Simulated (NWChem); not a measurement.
System: WNH$_{2}$O$_{2}$F; SMILES [F][W]([OH])(=[NH])=[O]

Here is an NWChem input.

```
start job
memory heap 200 mb stack 900 mb global 1100 mb
geometry units angstroms noautoz
  W     -0.074819     0.080259     0.039677
  O      0.080795    -0.509924     1.651047
  N      0.279387    -1.240324    -1.077521
  H      0.523930    -2.229736    -1.190692
  F     -1.849105     0.652103    -0.269664
  O      1.239237     1.427311    -0.225027
  H      1.900421     1.420246    -0.940531
end
basis spherical
  * library def2-svp
end
ecp
  W library def2-ecp
end
dft
  xc becke88 perdew86
  iterations 150
  mulliken
end
task dft energy
```

NWChem printed, in part:

```
             Northwest Computational Chemistry Package (NWChem) 7.3.0
             --------------------------------------------------------

 C1  symmetry detected

                             Geometry "geometry" -> ""
                             -------------------------

 Output coordinates in angstroms (scale by  1.889725989 to convert to a.u.)

  No.       Tag          Charge          X              Y              Z
 ---- ---------------- ---------- -------------- -------------- --------------
    1 W                   74.0000    -0.01271080     0.00846362     0.01638901
    2 O                    8.0000    -0.99480310    -0.10572245     1.42759460
    3 N                    7.0000    -1.04494524    -0.18972919    -1.40232322
    4 H                    1.0000    -1.99495540    -0.32720019    -1.76305509
    5 F                    9.0000     0.79012444     1.71666332    -0.07470207
    6 O                    8.0000     1.22143866    -1.43645285     0.03764854
    7 H                    1.0000     1.32596693    -2.08357110    -0.68309550

 Effective nuclear repulsion energy (a.u.)     801.5332965218

 Summary of "ao basis" -> "ao basis" (spherical)
 ------------------------------------------------------------------------------
       Tag                 Description            Shells   Functions and Types
 ---------------- ------------------------------  ------  ---------------------
 W                          def2-svp                12       32   6s3p2d1f
 O                          def2-svp                 6       14   3s2p1d
 N                          def2-svp                 6       14   3s2p1d
 H                          def2-svp                 3        5   2s1p
 F                          def2-svp                 6       14   3s2p1d

            General Information
            -------------------
          SCF calculation type: DFT
          Wavefunction type:  closed shell.
          No. of atoms     :     7
          No. of electrons :    48
           Alpha electrons :    24
            Beta electrons :    24
          Charge           :     0
          Spin multiplicity:     1
          Use of symmetry is: off; symmetry adaption is: off
          Maximum number of iterations: 150
          AO basis - number of functions:    98
                     number of shells:    42
          Convergence on energy requested:  1.00D-06
          Convergence on density requested:  1.00D-05
          Convergence on gradient requested:  5.00D-04

              XC Information
              --------------
                    Becke 1988 Exchange Functional  1.000
                Perdew 1981 Correlation Functional  1.000 local
                Perdew 1986 Correlation Functional  1.000 non-local

             Grid Information
             ----------------
          Grid used for XC integration:  medium
          Radial quadrature: Mura-Knowles
          Angular quadrature: Lebedev.
          Tag              B.-S. Rad. Rad. Pts. Rad. Cut. Ang. Pts.
          ---              ---------- --------- --------- ---------
          W                   1.35      123           9.0       590
          O                   0.60       49          10.0       434
          N                   0.65       49           9.0       434
          H                   0.35       45          11.0       434
          F                   0.50       49          10.0       434
          Grid pruning is: on
          Number of quadrature shells:   409
          Spatial weights used:  Erf1

      Superposition of Atomic Density Guess
      -------------------------------------

 Sum of atomic energies:        -377.09417520

      Non-variational initial energy
      ------------------------------

 Total energy =    -370.389487
 1-e energy   =    -967.646612
 2-e energy   =     378.026677
 HOMO         =      -0.372252
 LUMO         =      -0.012524

     ---------------------------------------------
      Total Density - Mulliken Population Analysis
     ---------------------------------------------

    Atom       Charge   Shell Charges
 -----------   ------   -------------------------------------------------------
    1 W   14    10.94   0.04 -0.35  1.79  0.55  0.30  0.05  5.50  0.57  0.13  1.86  0.33  0.16
    2 O    8     9.10   1.99  1.15  0.75  3.18  2.02  0.01
    3 N    7     8.09   1.99  1.09  0.58  2.64  1.78  0.01
    4 H    1     0.75   0.58  0.12  0.04
    5 F    9     9.64   1.99  1.15  0.80  3.53  2.16  0.00
    6 O    8     8.84   1.99  1.10  0.67  3.09  1.99  0.00
    7 H    1     0.63   0.51  0.06  0.06

   convergence    iter        energy       DeltaE   RMS-Dens  Diis-err
 ---------------- ----- ----------------- --------- --------- ---------
 d= 0,ls=0.0,diis     1   -372.8635964746 -5.92D+02  6.32D-02  4.39D+00
 d= 0,ls=0.0,diis     2   -363.2351820539  9.63D+00  5.59D-02  6.30D+01
 d= 0,ls=0.0,diis     3   -372.7213280570 -9.49D+00  1.53D-02  6.88D+00
 d= 0,ls=0.0,diis     4   -373.3895477633 -6.68D-01  3.84D-03  2.32D-01
 d= 0,ls=0.0,diis     5   -373.3998372488 -1.03D-02  2.80D-03  1.11D-01
  Resetting Diis
 d= 0,ls=0.0,diis     6   -373.4092085410 -9.37D-03  1.05D-03  3.55D-02
 d= 0,ls=0.0,diis     7   -373.4129880997 -3.78D-03  7.34D-04  1.57D-03
 d= 0,ls=0.0,diis     8   -373.4120844758  9.04D-04  5.97D-04  1.08D-02
 d= 0,ls=0.0,diis     9   -373.4130504542 -9.66D-04  1.96D-04  8.49D-04
 d= 0,ls=0.0,diis    10   -373.4131303646 -7.99D-05  5.52D-05  1.35D-04
 d= 0,ls=0.0,diis    11   -373.4131437031 -1.33D-05  9.18D-06  1.19D-06
 d= 0,ls=0.0,diis    12   -373.4131437382 -3.51D-08  6.13D-06  8.07D-07

         Total DFT energy =     -373.413143738247
      One electron energy =     -971.482701904275
           Coulomb energy =      421.776701322895
    Exchange-Corr. energy =      -42.937591329688
 Nuclear repulsion energy =      219.230448172820

 Numeric. integr. density =       48.000003143403

                       DFT Final Molecular Orbital Analysis
                       ------------------------------------

 Vector   22  Occ=2.000000D+00  E=-2.958578D-01
              MO Center=  6.4D-02, -6.6D-01,  5.2D-01, r^2= 3.0D+00
   Bfn.  Coefficient  Atom+Function         Bfn.  Coefficient  Atom+Function
  ----- ------------  ---------------      ----- ------------  ---------------
    85      0.324166  6 O  pz                37      0.317663  2 O  py
    84     -0.266782  6 O  py                88      0.233359  6 O  pz
    38     -0.227950  2 O  pz                40      0.223661  2 O  py
    87     -0.208067  6 O  py                17      0.182041  1 W  d -1
    41     -0.158899  2 O  pz                51      0.141799  3 N  py

 Vector   23  Occ=2.000000D+00  E=-2.801634D-01
              MO Center= -6.7D-01, -1.1D-01, -6.9D-01, r^2= 2.6D+00
   Bfn.  Coefficient  Atom+Function         Bfn.  Coefficient  Atom+Function
  ----- ------------  ---------------      ----- ------------  ---------------
    51      0.446197  3 N  py                54     -0.333613  3 N  py
    37     -0.218045  2 O  py                16      0.209011  1 W  d -2
    17      0.204701  1 W  d -1               8      0.155347  1 W  py
    40     -0.154405  2 O  py                70     -0.137410  5 F  py
    84      0.131332  6 O  py                82      0.127569  6 O  s

 Vector   24  Occ=2.000000D+00  E=-2.579414D-01
              MO Center= -8.2D-01, -1.3D-01, -5.7D-01, r^2= 2.8D+00
   Bfn.  Coefficient  Atom+Function         Bfn.  Coefficient  Atom+Function
  ----- ------------  ---------------      ----- ------------  ---------------
    52      0.378510  3 N  pz                36     -0.342196  2 O  px
    55     -0.274974  3 N  pz                50     -0.263865  3 N  px
    39     -0.248325  2 O  px                53      0.202862  3 N  px
    49      0.173684  3 N  s                 20     -0.143737  1 W  d  2
     5     -0.138411  1 W  s                  3      0.128464  1 W  s

 Vector   25  Occ=0.000000D+00  E=-9.110114D-02
              MO Center= -1.3D-02, -5.0D-02, -6.1D-02, r^2= 2.4D+00
   Bfn.  Coefficient  Atom+Function         Bfn.  Coefficient  Atom+Function
  ----- ------------  ---------------      ----- ------------  ---------------
    20      0.752983  1 W  d  2              18     -0.271522  1 W  d  0
    55     -0.227581  3 N  pz                83     -0.201658  6 O  px
    17     -0.198753  1 W  d -1              52      0.191295  3 N  pz
    69      0.183377  5 F  px                86     -0.177245  6 O  px
    38      0.175042  2 O  pz                41      0.168763  2 O  pz

 Vector   26  Occ=0.000000D+00  E=-7.966863D-02
              MO Center= -2.2D-01, -1.1D-01, -1.2D-01, r^2= 2.3D+00
   Bfn.  Coefficient  Atom+Function         Bfn.  Coefficient  Atom+Function
  ----- ------------  ---------------      ----- ------------  ---------------
    17      0.803898  1 W  d -1              51     -0.300425  3 N  py
    54      0.292597  3 N  py                37     -0.242514  2 O  py
    40     -0.203357  2 O  py                82      0.168061  6 O  s
    20      0.161951  1 W  d  2              19      0.154118  1 W  d  1
    16      0.152091  1 W  d -2              95     -0.152399  7 H  s

 Vector   27  Occ=0.000000D+00  E=-4.846419D-02
              MO Center= -1.7D-01,  6.8D-03, -6.9D-02, r^2= 2.9D+00
   Bfn.  Coefficient  Atom+Function         Bfn.  Coefficient  Atom+Function
  ----- ------------  ---------------      ----- ------------  ---------------
     6      0.523316  1 W  s                 18     -0.519627  1 W  d  0
    16      0.437644  1 W  d -2              49      0.368910  3 N  s
    20     -0.315441  1 W  d  2              68     -0.268888  5 F  s
    62     -0.238428  4 H  s                 19      0.224693  1 W  d  1
    70     -0.217391  5 F  py                73      0.184035  5 F  py

     ---------------------------------------------
      Total Density - Mulliken Population Analysis
     ---------------------------------------------

[...]
```

Level: BP86/def2-SVP with def2 effective core potentials on W. Structure relaxed at the PBE-D3(BJ)/def2-SVP level. def2 effective core potentials on W; no spin-orbit coupling.
